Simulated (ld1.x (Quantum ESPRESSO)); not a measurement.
# copper (Cu): one change to a PAW potential, before and after

Cu, PAW, made with ld1.x (Quantum ESPRESSO) 7.5 (revPBE, scalar-relativistic). Core [Ar], reference 3d10 4s1 4p0. Waves: 4s (bound): rcut 2.00, rcutus 2.25 bohr; 4s channel at 1.9 Ry: rcut 2.00, rcutus 2.25 bohr; 4p (bound, empty): rcut 1.90, rcutus 2.50 bohr; 4p channel at 4.35 Ry: rcut 1.90, rcutus 2.50 bohr; 3d (bound): rcut 1.00, rcutus 1.30 bohr; 3d channel at 0.4 Ry: rcut 1.00, rcutus 1.30 bohr. Local part: all-electron potential smoothed inside 2.20 bohr (lloc = -1). Core correction: Bessel-smoothed model core inside 0.75 bohr. Augmentation charge: PSQ, inside the norm-conserving radii.

Change: waves 4p (bound): rcut 1.90, rcutus 3.34 bohr; 4p channel at 4.35 Ry: rcut 1.90, rcutus 3.34 bohr.

Cutoffs: the cutoffs (Ry, on a coarse ladder) from which the occupation-weighted sum of valence levels, in a spherical-Bessel basis at the reference potential, stays within 10 and 1 mRy of its value at 400 Ry; they do not see the model core or the augmentation charge, which bear on the density cutoff. Errors are all-electron minus pseudo energies relative to the spin-unpolarised reference configuration.

Task: What does the change do?

Result: The potential gets neither clearly harder nor softer (70 Ry and 120 Ry → 70 Ry and 120 Ry); the errors of the 7 common tests hardly move; neither file shows a bound ghost.

```tsv
quantity	base	changed
cutoff, loose	70 Ry	70 Ry
cutoff, tight	120 Ry	120 Ry
bound ghosts	none	none
error for 3d10 4s0 4p0, meV [ΔE 8.01 eV]	-7.3	-7.3
error for 3d9 4s0 4p0, meV [ΔE 29.22 eV]	-56	-56
error for 3d8 4s0 4p0, meV [ΔE 68.12 eV]	-517	-517
error for 3d9 4s1 4p1, meV [ΔE 6.80 eV]	-59	-58
error for 3d9 4s2 4p0, meV [ΔE 1.99 eV]	-66	-66
error for 3d10 4s0 4p1, meV [ΔE 4.09 eV]	-2.9	-2.6
error for 3d10 4s0.5 4p0, meV [ΔE 3.10 eV]	-1.9	-1.9
lowest overlap eigenvalue by channel	s 0.43, p 0.78, d 1.00	s 0.43, p 0.61, d 1.00
```
